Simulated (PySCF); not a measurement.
Diatomics of Sb with the chalcogens

PBE0 with double-zeta basis sets in PySCF, for the lowest determinant that a PBE0 search found; no spin–orbit coupling. De refers to high-spin ground-configuration atoms. A positive dipole means M(−)Sb(+).

```json
{"M": "O", "basis": "x2c-SVPall", "state (unpaired electrons)": "doublet (π ↑)", "Re (Å)": "1.830", "ωe (cm⁻¹)": "875", "De (eV)": "3.54", "μ (D)": "3.44"}
{"M": "S", "basis": "def2-SVP", "state (unpaired electrons)": "doublet (π ↑)", "Re (Å)": "2.227", "ωe (cm⁻¹)": "504", "De (eV)": "3.31", "μ (D)": "2.42"}
{"M": "Se", "basis": "def2-SVP", "state (unpaired electrons)": "doublet (π ↑)", "Re (Å)": "2.346", "ωe (cm⁻¹)": "340", "De (eV)": "3.04", "μ (D)": "1.98"}
```

The shortest bond is that of SbO (1.830 Å), the longest that of SbSe (2.346 Å).

The rows differ in basis set, which adds steps of its own.

Relativity is treated differently too: O spin-free X2C; S scalar-relativistic core potentials; Se scalar-relativistic core potentials.

Down a group bonds as a rule get longer and wavenumbers fall, partly through the reduced mass; this series shows no clear exception.

These are scalar-relativistic numbers at best; spin–orbit coupling would shift them, the dissociation energy most. States were picked by a PBE0 search and need not be the measured ground states.
